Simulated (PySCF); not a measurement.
# How methods differ on the excitation energy of Fe

Fe [Ar] 3d6 4s2 (5D) → Fe [Ar] 3d7 4s1 (5F), as a difference of total energies. Calculation: PySCF 2.14, in x2c-QZVPPall; scalar relativity by spin-free X2C-1e. Correlated levels: valence: [Ar] frozen. The calculations carry no spin-orbit coupling.

```json
{"method": "UHF", "excitation energy (eV)": "2.110"}
{"method": "MP2 (valence)", "excitation energy (eV)": "0.758"}
{"method": "SCS-MP2 (valence)", "excitation energy (eV)": "0.828"}
{"method": "CCSD (valence)", "excitation energy (eV)": "1.256"}
{"method": "CCSD(T) (valence)", "excitation energy (eV)": "1.143"}
```

Problem. How much does correlation contribute at CCSD(T) (valence)?

Solution. 1.143 − (2.110) = -0.967 eV, measured against UHF.

Errors of the correlated levels include the incompleteness of this basis and the frozen core.

For comparison: 0.875 eV (measured; NIST levels, between the centres of gravity of the two terms).
